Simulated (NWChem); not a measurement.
System: CH9NSi2; SMILES NC([SiH3])[SiH3]

Results from NWChem. Pople sets run with spherical d functions. Each level has its own optimisation. One conformer.

```
level                r C–N (Å)  r H–N (Å)  r C–H (Å)  dipole (D)
-------------------  ---------  ---------  ---------  ----------
Hartree-Fock/3-21G       1.503      1.005      1.086        1.23
Hartree-Fock/6-31G*      1.481      1.003      1.089        1.12
B3LYP/3-21G              1.509      1.025      1.097        1.19
PBE0/def2-SVP            1.469      1.019      1.107        1.00
```
